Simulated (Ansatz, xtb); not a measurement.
**Relaxing a trial structure of AlH2IMgO**

The starting geometry of this gas-phase singlet was built from a drawn formula by distance geometry and a force field; its bonds are those of `[OH][Al]([MgH])[I]`.

```xyz
6

Al   -0.0876   -3.1246   -0.3598
I    -1.1563   -1.2191    1.0350
Mg    1.9390   -4.5998    0.6663
O    -0.6853   -3.4336   -2.0699
H    -0.0981   -2.8715   -2.6396
H     3.2506   -5.5179    1.3390
```

Q: Predict what it relaxes into with r2SCAN-D4/def2-SVP.

A: It keeps its bonds, and is `[OH][Al]([MgH])[I]`.

The energy falls by 0.48 eV over 9 steps:

```csv
step,E − E(last) (eV)
1,0.479
2,0.341
3,0.315
4,0.092
5,0.023
6,0.002
7,0.000
8,0.000
9,0.000
```

Final geometry (Å):

```json
{"atom": "Al", "x (Å)": "0.1717", "y (Å)": "-3.1343", "z (Å)": "-0.4730"}
{"atom": "I", "x (Å)": "-1.0872", "y (Å)": "-1.3600", "z (Å)": "0.8267"}
{"atom": "Mg", "x (Å)": "2.0298", "y (Å)": "-4.6684", "z (Å)": "0.7607"}
{"atom": "O", "x (Å)": "-0.2451", "y (Å)": "-3.2621", "z (Å)": "-2.1277"}
{"atom": "H", "x (Å)": "-0.9001", "y (Å)": "-2.7296", "z (Å)": "-2.5918"}
{"atom": "H", "x (Å)": "3.1933", "y (Å)": "-5.6121", "z (Å)": "1.5762"}
```

From the same start GFN2-xTB ends elsewhere, differing in I2–Mg3 (3.16 against 4.55 Å here).

The end wasn't checked by frequencies. Atoms past krypton carry core potentials, without spin–orbit terms. Run with Ansatz 0.2.0, 19 s on 2 threads of Arm Neoverse V2 (shared host).
